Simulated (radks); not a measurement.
Values are calculated unless marked as measured or tabulated.
Ionisation of the sulfur ion S3+, [Ne] 3s2 3p1, to [Ne] 3s2 as the strength of local exchange is varied. Level of theory: non-relativistic Kohn-Sham, Slater X-alpha exchange (alpha = 2/3 is LDA exchange), no correlation, spin-polarised, spherical densities, point nucleus; open shells are filled with parallel spins first (a radial shooting solver on a logarithmic mesh with Libxc functionals).

alpha  E(S3+) (hartree)  exchange (hartree)  IE (eV)  -e of the level emptied (eV)  <r> of it (bohr)
0.667        -393.14241           -21.94204   46.021                   39.824 (3p)             1.666
0.719        -394.85585           -23.73038   46.890                   40.706 (3p)             1.651
0.726        -395.08693           -23.97198   47.008                   40.825 (3p)             1.649
0.785        -397.03868           -26.01638   48.006                   41.839 (3p)             1.632
0.877        -400.09653           -29.23312   49.585                   43.445 (3p)             1.607
0.881        -400.22988           -29.37377   49.655                   43.515 (3p)             1.606
0.921        -401.56520           -30.78398   50.350                   44.224 (3p)             1.595
1.039        -405.52376           -34.98281   52.431                   46.348 (3p)             1.564

NIST Atomic Spectra Database: 47.22 eV (semi-empirical). The Delta-SCF value meets it near alpha = 0.74. Open shells are spherical and high-spin; term and fine-structure splittings are not resolved.
